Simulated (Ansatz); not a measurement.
IK, triplet, at the geometry of the source list (a higher spin typed on purpose: for a closed-shell molecule this is an excited state) (core potentials on I); B97M-V/def2-SVPD (Ansatz, a program for electronic structure).

Ansatz was given this input:
Ansatz 0.2 input:
```yaml
crystal:
  periodic: [false, false, false]
  atoms:
    - {symbol: K, position_ang: [-1.05890000, -0.75220000, -0.90220000]}
    - {symbol: I, position_ang: [1.05890000, 0.75220000, 0.90220000]}
basis:
  gaussian:
    orbitals: def2-SVPD
hamiltonian:
  xc: {name: B97M-V}
magnetization: {spin_polarized: true, initial_magnetization: 2}
accuracy: high
```

Output, abridged:

```
Functional definition: B97M-V
1232 factors; integrals over basis functions are off by at most 4.2e-9 eV
mean field evaluation 1: about -24417.5230 eV, gradient 3.3e0 eV
mean field evaluation 2: about -24417.6115 eV, gradient 2.1e0 eV
mean field evaluation 4: about -24417.6529 eV, gradient 9.9e-2 eV
mean field evaluation 8: about -24417.6526 eV, gradient 7.4e-3 eV
mean field evaluation 16: about -24417.6526 eV, gradient 9.5e-7 eV
mean field evaluation 32: about -24416.2964 eV, gradient 3.9e0 eV
mean field evaluation 64: about -24417.6526 eV, gradient 2.2e-6 eV
mean field evaluation 96: about -24414.5062 eV, gradient 4.8e0 eV
mean field -24417.65256744 eV, -897.3321809741 hartree, gradient 4.2e-8 eV, S^2 2.002489; 7 other end points of the search recorded, 0 dependent functions left out
reference -24417.65257959 eV, -897.3321814206 hartree; 23, 21 occupied and 39, 41 virtual orbitals, 1232 factors
Total energy: -24417.65257959 eV, -897.3321814206 hartree
```
